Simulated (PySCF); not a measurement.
All values below come from TPSSh-D3(BJ)/def2-TZVP // BP86-D3(BJ)/def2-SVP (PySCF 2.14.0). All species are isolated molecules in the gas phase. One relaxed conformer stands for a flexible species; it need not be the lowest. 

Reference species: [W(F)4(NH2)2] (neutral, multiplicity 1).

- charge on the central atom (Mulliken) = 1.55 e
- mean distance from the central atom to its bonded neighbours = 1.920 Å
- LUMO = -3.54 eV

Changed species: [W(F)5(NH2)] (1 of 6 F replaced by NH2; the reference has 2 of 6 F replaced by NH2).

Problem. What does the change do to the charge on the central atom (Mulliken), mean distance from the central atom to its bonded neighbours and LUMO?

Solution. the charge on the central atom (Mulliken) goes up by 0.12 e, to 1.67 e; the mean distance from the central atom to its bonded neighbours falls by 0.029 Å, to 1.891 Å; the LUMO drops by 1.13 eV, to -4.67 eV.
